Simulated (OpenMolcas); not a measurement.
An OpenMolcas run meant for F III (ANO-L-VQZP, non-relativistic; inactive shells 1s 2s; intended active space 3 electrons in 3 orbitals (2p)). One step of its input:

```
&RASSCF
FileOrb=start.orb
Symmetry=2
Spin=4
nActEl=3 0 0
Inactive=2 0
Ras2=0 3
CIRoot=5 5 1
SDav=1
CIMx=300
Iter=62 100
PrWF=0.3
OrbListing=Nothing
MaxOrb=0
Atom
>>> COPY $Project.JobIph JOB001
```

Lines from the output:

```
...
      Number of secondary orbitals              41
      Spin quantum number                      1.5
      State symmetry                             2
Orbital specifications:
      -----------------------

      Symmetry species                           1   2
                                                ag  au
      Frozen orbitals                            0   0
      Inactive orbitals                          2   0
      Active orbitals                            0   3
      RAS1 orbitals                              0   0
      RAS2 orbitals                              0   3
      RAS3 orbitals                              0   0
      Secondary orbitals                        18  23
      Deleted orbitals                           0   0
      Number of basis functions                 20  26
      Number of CSFs                             1
      Number of root(s) required                 5
 ************ ERROR ***********
  You can't ask for more roots
  than there are configurations
 ******************************
--- Stop Module: rasscf at  /rc=_RC_INPUT_ERROR_ ---
.####################.
.# User input error #.
.####################.
```

Problem. What is wrong with the input?

Solution. CIRoot asks for more roots than the active space has configuration state functions.
